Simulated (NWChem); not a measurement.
# pyrimidine (C$_{4}$H$_{4}$N$_{2}$); SMILES c1cncnc1

Computed with NWChem. Pople sets run with spherical d functions. Coordinates come from a PBE0/def2-SVP optimisation.

Problem. What does the run give for PBE/6-31G*? Quantities: highest occupied level (eV); orbital gap (eV); dipole (D).

Solution. The highest occupied level (eV) is -5.55 and the orbital gap (eV) is 3.64. The dipole (D) comes out as 2.19.
